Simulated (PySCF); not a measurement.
Part of a log for `[Cl][Al-]([Cl])([Cl])[Cl]`: ground state, then the species with a core hole.

Computed, not measured: PySCF 2.14.0, delta-SCF UKS SCAN, pcX-2 on the ionised atom, pcseg-1 elsewhere, spin-free X2C. The program numbers atoms from 0. The cycles run on a coarse integration grid; for E(ground) and E(ion) the exchange–correlation energy is redone on a finer one, so they differ from the last cycle, and only they enter the binding energy.

Coordinates (Å, PBE0-D3(BJ)/def2-SVP):
```
Cl    -1.692455    -0.409853    -1.277794
Al     0.018772    -0.022061    -0.018833
Cl    -0.005364     2.040961     0.618293
Cl     1.832443    -0.396180    -1.127577
Cl    -0.061307    -1.317637     1.709430
```

```
ground state, core basis on atom 1 (Al), 132 functions
  cycle   1  E = -2089.25924550  |g| = 2.46e-01
  cycle   2  E = -2089.25914303  |g| = 6.17e-02
  cycle   3  E = -2089.25904098  |g| = 5.38e-02
  cycle   4  E = -2089.25971608  |g| = 9.11e-03
  cycle   5  E = -2089.25974060  |g| = 2.39e-04
  cycle   6  E = -2089.25974434  |g| = 1.01e-04
  E(ground) = -2089.27687393 Eh
hole in Al 1s of atom 1
  cycle   1  E = -2030.76338737  |g| = 3.98e+00
  cycle   2  E = -2030.52578464  |g| = 2.25e+00
  cycle   3  E = -2031.04873234  |g| = 1.04e+00
  cycle   4  E = -2031.71808397  |g| = 3.36e-01
  cycle   5  E = -2031.78149425  |g| = 3.89e-02
  cycle   6  E = -2031.78193714  |g| = 9.80e-03
  cycle   7  E = -2031.78198267  |g| = 3.25e-03
  cycle   8  E = -2031.78198740  |g| = 9.89e-04
  cycle   9  E = -2031.78198996  |g| = 4.68e-04
  E(ion) = -2031.79603393 Eh   <S^2> = 0.7519   hole on atom = 1.000
```

Problem. What is the Al 1s binding energy of atom 1?

Solution. (-2031.796034 − (-2089.276874)) Eh × 27.2114 eV/Eh = 1564.13 eV, for the aluminium bonded to 4 Cl.

The species carries charge -1, so core ionisation leaves a neutral species. The basis sets have no added diffuse functions. Geometry: PBE0-D3(BJ)/def2-SVP; no solvent, vibrations or thermal averaging. The geometry's basis has no diffuse functions, a weakness for an anion.

The run took 10 s wall on an Arm Neoverse V2 with one thread, shared host with 96 logical CPUs at a one-minute load of 28, and the process peaked at 0.47 GiB of memory.
Labels such as C1 count atoms from 1, the log's own numbers from 0.
